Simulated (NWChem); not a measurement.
System meant: SeI₂; SMILES I[Se]I

NWChem input:

```
start job
memory heap 200 mb stack 900 mb global 1100 mb
geometry units angstroms noautoz
  Se     0.000000     0.000000     1.169731
  I      1.995180     0.000000    -0.376584
  I     -1.995180     0.000000    -0.376584
end
basis spherical
  Se library def2-svp
  I library def2-svp
end
dft
  xc pbe0
  iterations 150
  mulliken
end
task dft energy
```

End of the output:

```
             Grid Information
             ----------------
          Grid used for XC integration:  medium
          Radial quadrature: Mura-Knowles
          Angular quadrature: Lebedev.
          Tag              B.-S. Rad. Rad. Pts. Rad. Cut. Ang. Pts.
          ---              ---------- --------- --------- ---------
          Se                  1.15      112           8.0       590
          I                   1.40      123          11.0       590
          Grid pruning is: on
          Number of quadrature shells:   235
          Spatial weights used:  Erf1

          Convergence Information
          -----------------------
          Convergence aids based upon iterative change in
          total energy or number of iterations.
          Levelshifting, if invoked, occurs when the
          HOMO/LUMO gap drops below (HL_TOL):  1.00D-02
          DIIS, if invoked, will attempt to extrapolate
          using up to (NFOCK): 10 stored Fock matrices.

                    Damping( 0%)  Levelshifting(0.5)       DIIS
                  --------------- ------------------- ---------------
          dE  on:    start            ASAP                start
          dE off:    2 iters        150 iters           150 iters

      Screening Tolerance Information
      -------------------------------
          Density screening/tol_rho:  1.00D-10
          AO Gaussian exp screening on grid/accAOfunc:  14
          CD Gaussian exp screening on grid/accCDfunc:  20
          XC Gaussian exp screening on grid/accXCfunc:  20
          Schwarz screening/accCoul:  1.00D-08

      Superposition of Atomic Density Guess
      -------------------------------------

      charge =      53.0 I (Iodine)

      symmetry species            s     p     d     f
      number of basis functions =10     7     6
      number of cont. functions = 4     4     2
      number of closed shells   = 5     3     2
      number of open shells     = 0     1     0
      open shell occupation     = 0     5     0
 ------------------------------------------------------------------------
 atomscf:atomd: error in atom scf                   0
 ------------------------------------------------------------------------
 ------------------------------------------------------------------------
  current input line :
    17: task dft energy
 ------------------------------------------------------------------------
 ------------------------------------------------------------------------
 This error has not yet been assigned to a category
 ------------------------------------------------------------------------
 For more information see the NWChem manual at https://nwchemgit.github.io

0:atomscf:atomd: error in atom scf:Received an Error in Communication
```

Problem. Find the fault in this run and fix the input.

Solution. The run crashed. Cause: the def2 basis of a heavy element holds valence functions alone and wants its effective core potential (without it all electrons must fit into that basis). This input runs:
```
start job
memory heap 200 mb stack 900 mb global 1100 mb
geometry units angstroms noautoz
  Se     0.000000     0.000000     1.169731
  I      1.995180     0.000000    -0.376584
  I     -1.995180     0.000000    -0.376584
end
basis spherical
  Se library def2-svp
  I library def2-svp
end
ecp
  I library def2-ecp
end
dft
  xc pbe0
  iterations 150
  mulliken
end
task dft energy
```
It converges to -2996.42958 Ha (PBE0/def2-SVP with def2 effective core potentials on I).
